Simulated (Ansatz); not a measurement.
Pulling the pair apart

The pair of H2 (SMILES [H][H], atoms 1–2) and SiH3F (SMILES [SiH3]F, atoms 3–7), both closed shells, in one local arrangement (a lower one may exist), relaxed at PBE0-D4/def2-TZVP:

| atom | x (Å) | y (Å) | z (Å) |
| --- | --- | --- | --- |
| H1 | 0.0874 | -0.0286 | -2.6269 |
| H2 | 0.5578 | 0.0298 | -3.2035 |
| Si3 | -0.1031 | 0.0091 | 1.1366 |
| F4 | -1.1061 | -0.3637 | 2.3258 |
| H5 | -0.8704 | 0.0206 | -0.1312 |
| H6 | 0.9658 | -1.0157 | 1.0886 |
| H7 | 0.4685 | 1.3483 | 1.4107 |

SiH3F is shifted rigidly along the line between the mean atom positions of the two fragments (negative: closer). Counterpoise interaction energies in kJ/mol. Ansatz 0.2.0; basis: def2-TZVPPD; cores frozen in the correlated methods. B3LYP uses VWN-RPA correlation.

| shift (Å) | wB97M-V | B3LYP-D4 | r2SCAN-D4 |
| --- | --- | --- | --- |
| -0.38 | 0.2 | -0.2 | 1.0 |
| -0.19 | -0.4 | -0.6 | 0.4 |
| 0.00 | -0.6 | -0.7 | 0.1 |
| 0.19 | -0.6 | -0.7 | -0.1 |
| 0.45 | -0.5 | -0.6 | -0.1 |
| 0.94 | -0.3 | -0.3 | -0.1 |
| 1.88 | -0.1 | -0.2 | -0.1 |
| 3.77 | 0.0 | -0.2 | 0.0 |

Q: What does CCSD(T) give at these shifts? (To be estimated.)

A: Computed: 0.3, -0.3, -0.6, -0.6, -0.6, -0.3, -0.1, 0.0 kJ/mol. For zero shift, CCSD(T) at an estimated basis limit (MP2 extrapolated from triple and quadruple zeta, plus CCSD(T) − MP2 in triple zeta) gives -0.7 kJ/mol. These are counterpoise interaction energies, counted from the two frozen fragments.

No T1 diagnostic of these runs exceeds 0.011.

For scale, one of the runs: CCSD(T)/def2-TZVPPD, 173 basis functions, launched by `ansatz run in.yaml --threads 2 --pin off --events-out ev --progress --plain --max-ram 5222MiB`. Hardware: 2 CPU threads of an Intel Xeon 6975P-C, shared host. Wall time 10 s; peak host memory 1.6 GiB.
